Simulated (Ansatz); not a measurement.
Gas-phase electronic energies from Ansatz, PBE0-D4/def2-TZVP geometries. CBS: MP2 limit from def2 TZ/QZ plus the TZ coupled-cluster correction, frozen cores. This one scheme is used for every species. Functionals use def2-TZVPP. B3LYP here is the variant with VWN-RPA as its local correlation; programs differ in this. Each species was taken in one conformer, which may not be the lowest.

`N[Si](N)([SiH3])Cl` → `N[Si]N` + `[SiH3]Cl`  (silylene formation by 1,1-elimination)

CCSD(T)/CBS gives +33.9 kcal/mol.

Another level gave +35.8 kcal/mol. Which?
A. ωB97X-V/def2-TZVPP
B. PBE-QIDH/def2-TZVPP
C. B3LYP/def2-TZVPP
D. revPBE/def2-TZVPP

A. ωB97X-V 35.8, PBE-QIDH 37.1, revPBE 28.5, B3LYP 27.6 kcal/mol.

Largest T1 diagnostic among the species: 0.013.

From r2SCAN to r2SCAN0 (25 % exact exchange), in def2-TZVPP and without D4, ΔE moves by +0.8 kcal/mol. The D4 term adds +5.2 kcal/mol with B3LYP and +2.9 kcal/mol with PBE0; it sums over pairs of atoms, weighted by their polarisabilities, and B3LYP, whose exchange is more repulsive, gets the larger term. Leaving LDA and LC-ωPBE aside and taking each functional with its dispersion term where it has one, the values, not all of them listed here, spread over 8.2 kcal/mol, from BLYP-D4 to r2SCAN0-D4. LDA lies +7.9 kcal/mol from PBE without D4.
